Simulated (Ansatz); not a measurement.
A CCSD(T) single point on C$_{3}$H$_{8}$ClNOSi (`C=C[Si](N)(Cl)OC`).

```yaml
crystal:
  periodic: [false, false, false]
  atoms:
    - {symbol: C, position_ang: [-0.190106, 1.890106, 1.830153]}
    - {symbol: C, position_ang: [0.341149, 1.057810, 0.939674]}
    - {symbol: Si, position_ang: [-0.476721, -0.473389, 0.301313]}
    - {symbol: N, position_ang: [0.598028, -1.772992, 0.540485]}
    - {symbol: Cl, position_ang: [-2.298440, -0.692016, 1.237114]}
    - {symbol: O, position_ang: [-0.880733, -0.412828, -1.278581]}
    - {symbol: C, position_ang: [0.053396, -0.249919, -2.322955]}
    - {symbol: H, position_ang: [0.330060, 2.782349, 2.167091]}
    - {symbol: H, position_ang: [-1.171639, 1.711272, 2.258376]}
    - {symbol: H, position_ang: [1.331626, 1.291811, 0.548502]}
    - {symbol: H, position_ang: [0.347040, -2.697427, 0.225572]}
    - {symbol: H, position_ang: [1.136407, -1.815260, 1.391212]}
    - {symbol: H, position_ang: [-0.429836, -0.536852, -3.258251]}
    - {symbol: H, position_ang: [0.371229, 0.794892, -2.403587]}
    - {symbol: H, position_ang: [0.938550, -0.877548, -2.176129]}
basis:
  gaussian: {orbitals: def2-TZVPP}
correlation: {method: ccsd_t}
```

```sh
$ ansatz run in.yaml --threads 2 --pin off --events-out ev --progress --plain --max-ram 22528MiB --backend cuda --devices 0, --max-vram 18GiB
```

Output of Ansatz, abridged:

```
Functional definition: HF
2071 factors; integrals over basis functions are off by at most 1.1e-3 eV
mean field evaluation 1: about -27103.9003 eV, gradient 4.9e1 eV
mean field evaluation 2: about -27104.3002 eV, gradient 4.9e1 eV
mean field evaluation 4: about -27109.4899 eV, gradient 4.9e0 eV
mean field evaluation 8: about -27109.5701 eV, gradient 2.9e-1 eV
mean field -27109.57040890 eV, -996.2583370004 hartree, gradient 2.8e-6 eV, S^2 0.000000; 0 other end points of the search recorded, 0 dependent functions left out
15 core orbitals not correlated: weight in the atoms' cores, before any rotation towards them, 1.000 or more for the frozen orbitals, at most 0.000 for the correlated occupied ones
reference -27109.57040890 eV, -996.2583370004 hartree; 21, 21 occupied and 315, 315 virtual orbitals, 2071 factors
second order -33.97294953 eV of doubles, -0.00000000 eV of singles
cycle   1  -34.62685551 eV  change   -6.5e-1 eV  update   1.2e-1
cycle   2  -35.40278103 eV  change   -7.8e-1 eV  update   3.4e-2
cycle   3  -35.56838748 eV  change   -1.7e-1 eV  update   1.7e-2
cycle   4  -35.55724912 eV  change    1.1e-2 eV  update   4.4e-3
cycle   5  -35.55563069 eV  change    1.6e-3 eV  update   2.1e-3
cycle   6  -35.55692750 eV  change   -1.3e-3 eV  update   6.1e-4
cycle   7  -35.55681096 eV  change    1.2e-4 eV  update   2.6e-4
cycle   8  -35.55670604 eV  change    1.0e-4 eV  update   8.1e-5
cycle   9  -35.55673180 eV  change   -2.6e-5 eV  update   3.6e-5
perturbative correction -1.48021163 eV, -0.0543967743 hartree
Total energy: -27146.60735234 eV, -997.6194195670 hartree
```

Run time 8 s (2 threads of an AMD EPYC 7R13 on a shared host and a share of an NVIDIA H100 80 GB); peak host memory 0.88 GiB.

Correlation energy per correlated electron: -0.882 eV. T1 diagnostic: 0.0108.
